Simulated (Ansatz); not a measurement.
Harmonic frequencies (cm⁻¹) at PBE0-D4/def2-TZVP from Ansatz: 139, 195, 250, 259, 338, 356, 366, 660, 764, 770, 798, 879, 907, 912, 950, 1570, 2250, 3525, 3626, 3728, 3909.

Each molecule was computed in one conformer, which needn't be the lowest.

Question: Which molecule is it?
A. `F[SiH][SiH3]`•
B. `[NH][SiH](N)O`•
C. `[O][SiH](O)O`•
D. `[SiH3][O][InH]`•

Answer: B.
